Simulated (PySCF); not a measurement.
A structure optimised at B3LYP-D3(BJ)/def2-SVP, used in a PySCF frequency run:

```xyz
10

C     -0.0147    -2.9153     0.0000
C      0.6770    -1.7659     0.0000
C      0.0585    -0.4503     0.0000
F     -1.2794    -0.4384     0.0000
C      0.7437     0.7075     0.0000
Cl    -0.0157     2.2556     0.0000
H     -1.1069    -2.9165     0.0000
H      0.4965    -3.8800     0.0000
H      1.7709    -1.7710     0.0000
H      1.8334     0.7119     0.0000
```
Charge 0, spin multiplicity 1.

Write its SMILES, formula and point group.

C=C/C(F)=C/Cl, C4H4ClF, Cs

What are its rotational constants (standard atomic weights)?

9.8798, 1.4102, 1.2341 GHz
